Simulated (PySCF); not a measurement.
Ge(Br)(NH2) (BrGeH₂N), SMILES [Br][Ge][NH2] (connectivity only; charge and spin as stated), neutral, multiplicity 1. Geometry optimised at PBE0-D3(BJ)/def2-SVP. One conformer was computed; it need not be the lowest.

Computed with PBE0-D3(BJ)/def2-SVP (PySCF 2.14.0).

Harmonic wavenumbers (cm⁻¹): 191, 275, 455, 513, 700, 733, 1506, 3573, 3697. Rotational constants (GHz): 11.53, 1.993, 1.699; symmetry number 1.

**Question.** Work out the zero-point energy and the ideal-gas rigid-rotor harmonic-oscillator thermochemistry at 298.15 K and 1 atm.

**Answer.** ZPE = ½ Σ hcν = ½ × 11643 cm⁻¹ = 69.64 kJ/mol. H − E(el) = 84.07 kJ/mol. Entropy in J/(mol K): translation 172.69, rotation 110.93, vibration 24.17, total 307.78. G − E(el) = -7.69 kJ/mol. Cp = 65.95 J/(mol K).
